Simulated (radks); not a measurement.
Ionisation of the barium ion Ba+, [Xe] 6s1, to [Xe] as the strength of local exchange is varied. All-electron calculation, scalar-relativistic Kohn-Sham, Slater X-alpha exchange (alpha = 2/3 is LDA exchange), no correlation, spin-polarised, spherical densities, finite nucleus; open shells are filled with parallel spins first (spin-orbit coupling, left out, can overturn this in heavy ions); Fermi nuclear charge, rms radius 4.8378 fm. Program: a radial shooting solver on a logarithmic mesh with Libxc functionals.

alpha  E(Ba+) (hartree)  exchange (hartree)  IE (eV)  -e of the level emptied (eV)  <r> of it (bohr)
0.667        -8123.5282           -185.7231    9.684                    7.483 (6s)             4.362
0.755        -8148.1369           -210.8158   10.164                    7.990 (6s)             4.260
0.81         -8163.5523           -226.5684   10.470                    8.315 (6s)             4.200
0.934        -8198.4061           -262.2799   11.174                    9.069 (6s)             4.071
0.998        -8216.4487           -280.8181   11.547                    9.470 (6s)             4.008

NIST Atomic Spectra Database: 10.004 eV (measured). The Delta-SCF value meets it near alpha = 0.73.
